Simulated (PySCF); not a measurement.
## From computed data to an observable: oscillator strength and radiative lifetime

Si(H)2(Br)(vinyl) (C2H5BrSi), SMILES C=C[SiH2]Br.

The structure is a stationary point at B3LYP-D3(BJ)/def2-SVP. The values are those of a single conformer.

TDA-PBE0/def2-SVPD (PySCF) puts the first singlet state with f over 0.02 at 6.87 eV (vertical), with the transition dipole (-0.836, -0.141, -0.281) in atomic units.

Q: Find the oscillator strength, the wavelength and the radiative lifetime that this transition would have in vacuum if emission retraced absorption.

A: 
|μ|² = 0.7977 au, so |μ| = 2.27 D. ΔE = 6.87/27.211 = 0.2525 hartree. f = (2/3) ΔE |μ|² = 0.134 (the program prints 0.134).
λ = 1239.84/6.87 = 180 nm; ν = 55410 cm⁻¹.
Einstein's coefficient A = 0.6670 ν² f s⁻¹ (ν in cm⁻¹) = 2.7e8 s⁻¹, so τ = 1/A = 3.6 ns. This state is S3; the lower singlets have f = 0.017, 0.012. The figure is the radiative limit of this one transition; relaxation, internal conversion, crossing to triplets and a medium change what is measured.
